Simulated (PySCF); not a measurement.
Correlation energy of Zr⁺ (zirconium, charge +1)

Starting occupation: [Kr] 4d2 5s1, 4d5/2 with m_j = +3/2, +5/2, 5s1/2 with m_j = +1/2. All numbers are calculated (PySCF 2.14, X2C-1e with screened-nucleus spin-orbit coupling, Gaussian nucleus, in x2c-TZVPall-2c). Frozen: [Ar] 3d10; 11 electrons correlated; the 6 highest virtual spinors left out.

MP2 pair energies summed by pair of shells (mhartree):

```json
{"pair": "4p-4p", "energy": "-99.93", "share (%)": "48.0"}
{"pair": "4d-4p", "energy": "-47.27", "share (%)": "22.7"}
{"pair": "4p-4s", "energy": "-22.51", "share (%)": "10.8"}
{"pair": "4p-5s", "energy": "-17.22", "share (%)": "8.3"}
{"pair": "4d-5s", "energy": "-6.85", "share (%)": "3.3"}
{"pair": "4s-4s", "energy": "-5.43", "share (%)": "2.6"}
{"pair": "4d-4s", "energy": "-4.62", "share (%)": "2.2"}
{"pair": "4d-4d", "energy": "-3.13", "share (%)": "1.5"}
{"pair": "4s-5s", "energy": "-1.05", "share (%)": "0.5"}
```

Total MP2 correlation energy: -208.01 mhartree.

The GHF reference relaxed away from the jj start to a determinant that is no pure jj level (⟨S²⟩ = 3.76, ⟨J²⟩ = 24.76); the energies belong to that determinant.

This basis was not built for core-valence correlation, so the inner-shell part is incomplete.
